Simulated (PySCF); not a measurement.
# Unknowns

Level of theory: shielding tensors at PBE0/pcSseg-1 (GIAO), B3LYP/pcJ-1 coupling constants, GFN2-xTB structure, in PySCF (equivalent nuclei averaged, single conformer, no solvent model, non-relativistic Hamiltonian).

δ = σ(ref) − σ, references computed at the same level: ¹H (σ = 31.72 ppm) and ¹³C (σ = 186.93 ppm) against TMS. Multiplet labels drop J under 1 Hz and among equivalent protons, and merge close values. Unscaled 3J(H,H) run several per cent high. Where no couplings were computed, multiplicities follow the n + 1 count of equivalent neighbours, and m marks all less simple cases (inequivalent or close neighbours, rings, F or P nearby). One-bond C–F couplings are unscaled and too large by tens of Hz. Shifts are as computed. Against solution values, carbons near 30 ppm lie about +3 ppm off and those near 130 ppm about +5 ppm; carbons on Cl a further +6 ppm (rms about the fit 2.1 ppm; single classes can miss by 10 ppm). Of 1328 compounds with measured shifts, 309 miss one by over three times the rms of a fit or turn the order of signals round; such compounds aren't used in these exercises. Signals without a measured value on file couldn't be tested in this way; 1H shifts scatter by 0.2 ppm about their fit, and single ones miss by 0.5 ppm. For the larger molecules the spin–dipole term is left out of H,H and C,H couplings. Carbons bonded to Cl come out too deshielded.

Task: C₃H₄FN. ¹H NMR (300 MHz, computed): δ 7.73 (ddd, J = 17.0, 3.3, 1.3 Hz, 1H), 7.29 (dt, J = 17.0, 1.4 Hz, 1H), 5.25 (ddt, J = 34.8, 2.7, 1.2 Hz, 1H), 5.07 (ddd, J = 2.7, 2.4, 1.6 Hz, 1H). ¹³C{¹H} NMR (computed): δ 170.9 (C, d, J = 370.2 Hz), 154.1 (CH2, d, J = 15.9 Hz), 105.4 (CH2, d, J = 37.2 Hz). What is it?

Result: `C=NC(=C)F`. The formula gives 2 degrees of unsaturation (no ring in the answer). 3 carbon signals for 3 carbons: no two carbons are equivalent. Carbon types of the structure: 1 × C, 2 × CH2, which accounts for all hydrogens. δC 170.9: fully substituted alkene carbon. δC 154.1: C=N carbon. δC 105.4: terminal =CH2 carbon; an sp2 carbon of a C=C bond. δH 5.25, 5.07: hydrogen on a terminal =CH2 carbon; a vinylic proton, deshielded by the sp2 carbon and the C=C anisotropy. The protons at 7.73 and 7.29 share a coupling of 17.0 Hz (geminal).

The data come from this structure; uniqueness wasn't tested.

Task: C₄H₈O₂. ¹H NMR (500 MHz, computed): δ 8.11 (d, J = 1.4 Hz, 1H), 5.19 (sept of d, J = 6.7, 1.4 Hz, 1H), 1.33 (d, J = 6.7 Hz, 6H). ¹³C{¹H} NMR (computed): δ 165.3, 69.6, 23.5. Identify the compound.

Result: isopropyl formate (CC(C)OC=O). Rings plus π bonds: 1 (no ring in the answer). 3 carbon signals for 4 carbons: some carbons are equivalent by symmetry or fast rotation. Carbon types of the structure: 2 × CH, 2 × CH3, which accounts for all hydrogens. δC 165.3: ester carbonyl carbon; it is a carbonyl in resonance with an O or N lone pair, the region of acids, esters and amides. δC 69.6: sp3 CH bonded to O; pulled downfield by the heteroatom. δC 23.5: methyl carbon; saturated and bonded to C and H only. δH 5.19: hydrogen on an sp3 CH bonded to O; its carbon carries O, an electronegative neighbour. The protons at 1.33 and 5.19 share a coupling of 6.7 Hz (vicinal).

The data come from this structure; uniqueness wasn't tested.

Task: C₆H₅Cl. ¹H NMR (300 MHz, computed): δ 7.05 (s, 1H), 5.20 (m, 1H), 5.20 (m, 1H), 5.05 (m, 1H), 4.97 (m, 1H). ¹³C{¹H} NMR (computed): δ 157.9 (C), 156.8 (C), 152.8 (CH), 150.6 (C), 100.8 (CH2), 99.0 (CH2). What is it?

Result: SMILES C=C1C=C(Cl)C1=C. Rings plus π bonds: 4 (1 ring in the answer). 6 carbon signals for 6 carbons: no two carbons are equivalent. Carbon types of the structure: 3 × C, 1 × CH, 2 × CH2, which accounts for all hydrogens. δC 157.9, 156.8, 150.6: fully substituted alkene carbon; an sp2 carbon of a C=C bond. δC 152.8: alkene CH; the olefinic region. δC 100.8, 99.0: terminal =CH2 carbon. δH 7.05: hydrogen on an alkene CH; attached to an sp2 carbon and in the plane of the double bond.

The data come from this structure; uniqueness wasn't tested.
